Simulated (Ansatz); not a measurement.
Basis sets compared for Ag₂I⁺ (the lowest singlet isomer of a short search). Total charge 1; singlet. Geometry PBE-D4/def2-TZVP. Ansatz on 4 threads of Intel Xeon Platinum 8488C on a shared host; times are rough, and most runs start from earlier orbitals.

```xyz
3

Ag   -1.8687   -0.7304   -0.3669
Ag    1.8459   -0.3663    0.7883
I     0.0227    1.0967   -0.4213
```

In the def2 sets Ag, I take a core potential; there is no spin–orbit coupling. The structure comes from a short search, and lower isomers may exist.

```tsv
level	functions	energy (Eh)	HOMO (eV)	LUMO (eV)	wall time
PBE-D4/def2-SVP	88	-591.4415	-10.96	-8.38	0.6 s
PBE0-D4/def2-SVP	88	-591.4423	-11.92	-7.39	1.1 s
```

Question: Estimate the rows for PBE-D4/def2-TZVP, PBE0-D4/def2-TZVP (with forces).

Answer: 
```
                          level  functions  energy (Eh)  HOMO (eV)  LUMO (eV)  wall time
               PBE-D4/def2-TZVP        130    -591.5278     -10.96      -8.36     0.75 s
PBE0-D4/def2-TZVP (with forces)        130    -591.5251     -11.90      -7.35      1.7 s
```
